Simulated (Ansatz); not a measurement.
Reaction (redistribution): `[CH3][Al]([Cl])[Br]` + `CNBCl` → `C[NH][Al]([CH3])[Cl]` + `ClBBr`

Isolated molecules relaxed with PBE0-D4/def2-TZVP in Ansatz; ΔE leaves out vibrations. CCSD(T)/CBS adds triple-zeta CCSD(T) − MP2 to the extrapolated MP2 energy (def2 sets, frozen cores). Functionals use def2-TZVPP. HSE06 is defined as in plane-wave codes. For Br outer-core shells are correlated without core-valence functions, which leaves a few kJ/mol of doubt a bond. Scalar relativity is left out up to krypton. Each species was taken in one conformer, which may not be the lowest.

Task: Is it downhill or uphill in electronic energy at CCSD(T)/CBS, and by how much? (An estimate is asked.)

Result: Computed: Uphill: ΔE = +139.1 kJ/mol.

Task: What do these levels give: PBE-D4, r2SCAN0, HSE06, HF/def2-SVP, HF/def2-QZVPP, CCSD/CBS(def2)? (Estimate.)

Result: Computed: PBE-D4 136.7, r2SCAN0 145.1, HSE06 144.1, HF/def2-SVP 158.7, HF/def2-QZVPP 153.0, CCSD/CBS(def2) 141.3 kJ/mol.

Largest T1 diagnostic among the species: 0.011.

From BLYP to BHLYP (50 % exact exchange), in def2-TZVPP and without D4, ΔE moves by +11.6 kJ/mol. Leaving LDA and LC-ωPBE aside and taking each functional with its dispersion term where it has one, the values, not all of them listed here, spread over 12.9 kJ/mol, from BLYP-D4 to BHLYP-D4. LDA lies +4.6 kJ/mol from PBE without D4. At CCSD(T), def2-SVP lies +6.3 kJ/mol from the extrapolated value and def2-TZVPP −2.8 kJ/mol.
